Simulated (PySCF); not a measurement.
C4H9BO2, SMILES CC/C=C\B(O)O (GFN2-xTB optimised geometry):

```
16

C      1.631    -2.599    -1.350
C      0.982    -1.926    -0.140
C      1.367    -0.488    -0.057
C      0.531     0.548     0.000
B     -1.041     0.548     0.000
O     -1.743     1.723     0.000
O     -1.772    -0.591     0.002
H      1.296    -2.123    -2.269
H      2.716    -2.523    -1.298
H      1.361    -3.651    -1.389
H      1.325    -2.430     0.769
H     -0.101    -2.013    -0.195
H      2.439    -0.312    -0.055
H      0.990     1.533     0.052
H     -1.221     2.523    -0.001
H     -2.716    -0.424     0.002
```

Computed with B3LYP/def2-TZVP in PySCF 2.14.0.

What are the frontier orbital energies and the dipole moment?

HOMO-2 -8.92 eV, HOMO-1 -8.52 eV, HOMO -7.18 eV, LUMO -0.68 eV, LUMO+1 0.47 eV; dipole moment 0.87 D.

On the same geometry PySCF 2.14.0 with PBE/def2-TZVP gives HOMO-2 -7.50 eV, HOMO-1 -7.25 eV, HOMO -6.28 eV, LUMO -1.42 eV, LUMO+1 0.02 eV; dipole moment 0.82 D.

Meta-Löwdin charges at B3LYP/def2-TZVP: C1 -0.32, C2 -0.20, C3 -0.04, C4 -0.27, B5 0.43, O6 -0.54, O7 -0.52, H8 0.11, H9 0.10, H10 0.11, H11 0.11, H12 0.13, H13 0.10, H14 0.10, H15 0.35, H16 0.35.
